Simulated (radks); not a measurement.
Results of a calculation; reference values are marked as such.
Charge is removed step by step from the 3p3/2 level of Ti+, starting from [Ne] 3s2 3p(1/2: 2, 3/2: 4) 3d2 4s1. Level of theory: Dirac Kohn-Sham, PBEsol, spin-unpolarised, spherical densities, point nucleus; open shells fill j = l - 1/2 first (a radial shooting solver on a logarithmic mesh with Libxc functionals).

removed (e) = 0: E - E(0) (eV) 0.000; eigenvalue (eV) -45.831; E minus straight line (eV) 0.000
removed (e) = 0.25: E - E(0) (eV) 11.916; eigenvalue (eV) -49.533; E minus straight line (eV) -1.463
removed (e) = 0.5: E - E(0) (eV) 24.781; eigenvalue (eV) -53.414; E minus straight line (eV) -1.977
removed (e) = 0.75: E - E(0) (eV) 38.636; eigenvalue (eV) -57.448; E minus straight line (eV) -1.501
removed (e) = 1: E - E(0) (eV) 53.516; eigenvalue (eV) -61.615; E minus straight line (eV) 0.000

Removing the whole electron costs 53.516 eV by Delta-SCF, against 45.831 eV from minus the eigenvalue at the starting occupation. Slater's transition state (half an electron removed) gives 53.414 eV. Integrating minus the eigenvalue over the occupation (Janak's theorem) gives 53.516 eV. The mean slope of the eigenvalue, de/dn, is 15.8 eV per electron.
